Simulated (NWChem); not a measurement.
Species: chlorotrifluoromethane (CClF3); SMILES FC(F)(F)Cl

Results from NWChem. Medium grid unless said otherwise, to which SCAN and Minnesota functionals are sensitive. Coordinates come from a PBE0/def2-SVP optimisation. Computed dipoles belong to the equilibrium geometry; the measured one is vibrationally averaged.

Measured dipole moment: 0.50 D (NIST CCCBDB, as tabulated in the package chemicals).

```json
[
 {"level": "LDA (Slater exchange, VWN5)/def2-TZVPD", "dipole moment (D)": "0.27", "computed − measured": "-0.23", "relative time (rough)": "1"},
 {"level": "PBE/def2-TZVPD", "dipole moment (D)": "0.22", "computed − measured": "-0.28", "relative time (rough)": "1"},
 {"level": "BLYP/def2-TZVPD", "dipole moment (D)": "(withheld)", "computed − measured": "(withheld)", "relative time (rough)": "2"},
 {"level": "TPSS/def2-TZVPD", "dipole moment (D)": "0.21", "computed − measured": "-0.29", "relative time (rough)": "1"},
 {"level": "r2SCAN/def2-TZVPD", "dipole moment (D)": "0.22", "computed − measured": "-0.28", "relative time (rough)": "1"},
 {"level": "B3LYP/def2-TZVPD", "dipole moment (D)": "(withheld)", "computed − measured": "(withheld)", "relative time (rough)": "1"},
 {"level": "PBE0/def2-TZVPD", "dipole moment (D)": "0.31", "computed − measured": "-0.19", "relative time (rough)": "2"},
 {"level": "M06-2X/def2-TZVPD", "dipole moment (D)": "0.40", "computed − measured": "-0.10", "relative time (rough)": "1"},
 {"level": "CAM-B3LYP/def2-TZVPD", "dipole moment (D)": "0.39", "computed − measured": "-0.11", "relative time (rough)": "10"},
 {"level": "Hartree-Fock/def2-TZVPD", "dipole moment (D)": "0.50", "computed − measured": "0.00", "relative time (rough)": "1"}
]
```

### Question
What belongs in the gaps?

### Answer

- BLYP/def2-TZVPD, dipole moment (D): 0.26
- BLYP/def2-TZVPD, computed − measured: -0.24
- B3LYP/def2-TZVPD, dipole moment (D): 0.35
- B3LYP/def2-TZVPD, computed − measured: -0.15
